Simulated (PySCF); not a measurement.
# Zn²⁺: script and output

The script input.py:

```python
from pyscf import gto, scf, solvent

mol = gto.M(
    atom='Zn 0 0 0',
    basis='jorge-tzp-dkh',
    charge=2,
    spin=0,
    verbose=4,
)
mf = scf.UHF(mol)
mf = mf.sfx2c1e()
mf = solvent.PCM(mf)
mf.with_solvent.eps = 20.5
mf.kernel()
mf.analyze()
print('orbital energies (hartree):', [e[max(0, n-3):n+3].round(4) for e, n in zip(mf.mo_energy, mol.nelec)])
```

```bash
$ OMP_NUM_THREADS=1 python input.py
```

Output (some set-up lines and the per-cycle HOMO/LUMO lines with their warnings removed):

```
PySCF version 2.14.0

[INPUT] Symbol           X                Y                Z      unit          X                Y                Z       unit  Magmom
[INPUT]  1 Zn     0.000000000000   0.000000000000   0.000000000000 AA    0.000000000000   0.000000000000   0.000000000000 Bohr   0.0

nuclear repulsion = 0
number of shells = 21
number of NR pGTOs = 108
number of NR cGTOs = 65
basis = jorge-tzp-dkh
ecp = {}

******** <class 'pyscf.solvent._attach_solvent.PCMsfX2C1eUHF'> ********
method = PCMsfX2C1eUHF
initial guess = minao
damping factor = 0
level_shift factor = 0
DIIS = <class 'pyscf.scf.diis.CDIIS'>
SCF conv_tol = 1e-09
SCF max_cycles = 50
number electrons alpha = 14  beta = 14

******** <class 'pyscf.x2c.sfx2c1e.SpinFreeX2CHelper'> ********
approx = 1e
xuncontract = 1
******** <class 'pyscf.solvent.pcm.PCM'> (In testing) ********

WARN: PCM is an experimental feature. It is still in testing.
Features and APIs may be changed in the future.

lebedev_order = 29 (302 grids per sphere)
eps = 20.5
frozen = False
PCM E_diel = -0.0023657635235138
Solvent Energy = -0.0023657635235138
init E= -1794.19053534865
PCM E_diel = -0.60440592687672
Solvent Energy = -0.60440592687672
cycle= 1 E= -1793.90588430522  delta_E= 0.285  |g|= 0.199  |ddm|= 1.28
PCM E_diel = -0.60419121375819
Solvent Energy = -0.60419121375819
cycle= 2 E= -1793.91138144499  delta_E= -0.0055  |g|= 0.234  |ddm|= 0.113
PCM E_diel = -0.604226618271902
Solvent Energy = -0.604226618271902
cycle= 3 E= -1793.91646976508  delta_E= -0.00509  |g|= 0.0321  |ddm|= 0.0392
PCM E_diel = -0.604229035801398
Solvent Energy = -0.604229035801398
cycle= 4 E= -1793.91656788332  delta_E= -9.81e-05  |g|= 0.0013  |ddm|= 0.00861
PCM E_diel = -0.604228528384206
Solvent Energy = -0.604228528384206
cycle= 5 E= -1793.91656807701  delta_E= -1.94e-07  |g|= 6.72e-05  |ddm|= 0.000345
PCM E_diel = -0.604228501299764
Solvent Energy = -0.604228501299764
cycle= 6 E= -1793.91656807771  delta_E= -7.05e-10  |g|= 5.92e-06  |ddm|= 3.78e-05
PCM E_diel = -0.604228502697417
Solvent Energy = -0.604228502697417
Extra cycle  E= -1793.91656807772  delta_E= -2.96e-12  |g|= 3.03e-06  |ddm|= 3.29e-06
converged SCF energy = -1793.91656807772  <S^2> = -1.2434498e-14  2S+1 = 1
**** SCF Summaries ****
Total Energy =                       -1793.916568077715510
Nuclear Repulsion Energy =               0.000000000000000
One-electron Energy =                -2482.342732161099320
Two-electron Energy =                  689.030392586081234
Two-electron Coulomb Energy =          759.237543520748659
DFT Exchange-Correlation Energy =      -70.207150934667425
**** MO energy ****
                             alpha | beta                alpha | beta
[3 lines left out]
MO #4   energy= -39.2882114109948  | -39.2882114109948  occ= 1 | 1
MO #5   energy= -39.288211410986   | -39.288211410986   occ= 1 | 1
MO #6   energy= -5.9458367757311   | -5.9458367757311   occ= 1 | 1
MO #7   energy= -4.03446200583367  | -4.03446200583367  occ= 1 | 1
MO #8   energy= -4.03446200582973  | -4.03446200582973  occ= 1 | 1
MO #9   energy= -4.03446200582726  | -4.03446200582726  occ= 1 | 1
MO #10  energy= -0.917821270508147 | -0.917821270508147 occ= 1 | 1
MO #11  energy= -0.917821270497609 | -0.917821270497609 occ= 1 | 1
MO #12  energy= -0.917821044995061 | -0.917821044995061 occ= 1 | 1
MO #13  energy= -0.917821044989805 | -0.917821044989805 occ= 1 | 1
MO #14  energy= -0.91782104494973  | -0.91782104494973  occ= 1 | 1
MO #15  energy= -0.0485398723353966 | -0.0485398723353966 occ= 0 | 0
MO #16  energy= 0.0678104031011865 | 0.0678104031011865 occ= 0 | 0
MO #17  energy= 0.0678104031072837 | 0.0678104031072837 occ= 0 | 0
[48 lines left out]

To work with the spin densities directly, `use mulliken_meta_spin()` only printing them here.

 ** Mulliken spin pop alpha/beta on meta-lowdin orthogonal AOs **
 ** Mulliken Spin Density (per AO)  **
 ** Mulliken Spin Density (per atom)  **
spin density of  0 Zn =      0.00000
 ** Mulliken pop alpha/beta on meta-lowdin orthogonal AOs **
 ** Mulliken pop       alpha | beta **
pop of  0 Zn 1s        1.00000 | 1.00000
pop of  0 Zn 2s        0.99999 | 0.99999
pop of  0 Zn 3s        1.00000 | 1.00000
pop of  0 Zn 4s        0.00000 | 0.00000
pop of  0 Zn 5s        0.00000 | 0.00000
pop of  0 Zn 6s        0.00000 | 0.00000
pop of  0 Zn 7s        0.00001 | 0.00001
pop of  0 Zn 8s        0.00000 | 0.00000
pop of  0 Zn 9s        0.00000 | 0.00000
pop of  0 Zn 2px       1.00000 | 1.00000
pop of  0 Zn 2py       1.00000 | 1.00000
pop of  0 Zn 2pz       1.00000 | 1.00000
[53 lines left out]
In total            14.00000 | 14.00000
 ** Mulliken atomic charges   ( Nelec_alpha | Nelec_beta ) **
charge of  0Zn =      2.00000  (    14.00000     14.00000 )
Dipole moment(X, Y, Z, Debye): -0.00000, -0.00000, -0.00000
orbital energies (hartree): [array([-0.9178, -0.9178, -0.9178, -0.0485,  0.0678,  0.0678]), array([-0.9178, -0.9178, -0.9178, -0.0485,  0.0678,  0.0678])]
```

In short: E(SCF) = -1793.916568 Eh, 6 cycles.

Run time: 2.3 s on 1 thread of Arm Neoverse V1 (shared host).

No search for the lowest solution was made.
